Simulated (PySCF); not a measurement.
**Scalar relativity in Ar²⁺ (argon, charge +2)**

[Ne] 3s2 3p4, high-spin 3P determinant; UHF calculated with PySCF 2.14 in dyall-acv3z (19s12p6d4f, 113 functions), once non-relativistic with a point nucleus and once with spin-free X2C-1e and a Gaussian nucleus.

| shell | ε non-rel. (eV) | ε X2C (eV) | rms r non-rel. (bohr, spins averaged) | rms r X2C (bohr, spins averaged) | change of radius (%) |
| --- | --- | --- | --- | --- | --- |
| 1s α | -3258.7 | -3271.8 | 0.09979 | 0.09913 | -0.67 |
| 1s β | -3257.8 | -3270.9 | 0.09979 | 0.09913 | -0.67 |
| 2s α | -365.68 | -368.06 | 0.4480 | 0.4456 | -0.52 |
| 2s β | -364.84 | -367.22 | 0.4480 | 0.4456 | -0.52 |
| 2p α | -291.10 | -291.20 | 0.4172 | 0.4164 | -0.18 |
| 2p β | -289.54 | -289.63 | 0.4172 | 0.4164 | -0.18 |
| 3s α | -63.627 | -63.918 | 1.439 | 1.433 | -0.37 |
| 3s β | -55.685 | -55.968 | 1.439 | 1.433 | -0.37 |
| 3p α | -43.572 | -43.568 | 1.589 | 1.588 | -0.06 |
| 3p β | -40.446 | -40.438 | 1.589 | 1.588 | -0.06 |

The total energy goes from -525.3133 to -527.1294 hartree.

Ionisation energy, Ar²⁺ [Ne] 3s2 3p4 (3P) → Ar³⁺ [Ne] 3s2 3p3 (4S) (eV):

```
                                method  non-relativistic  spin-free X2C   shift
                                   UHF            39.397         39.389  -0.008
                         MP2 (valence)            40.239         40.235  -0.004
                     SCS-MP2 (valence)            40.336         40.332  -0.004
                        CCSD (valence)            40.350         40.346  -0.004
                     CCSD(T) (valence)            40.379         40.375  -0.004
                                   LDA            40.858         40.851  -0.008
                                   PBE            40.724         40.715  -0.009
                                  PBE0            40.723         40.715  -0.009
                                r2SCAN            40.695         40.689  -0.006
                                revPBE            40.686         40.678  -0.009
    MP2 (valence and next inner shell)            40.298         40.292  -0.005
SCS-MP2 (valence and next inner shell)            40.379         40.374  -0.005
```

Relativity contracts and stabilises s shells directly. The contracted s shells screen the nucleus better, so for spin-averaged p shells the direct and indirect effects partly cancel.
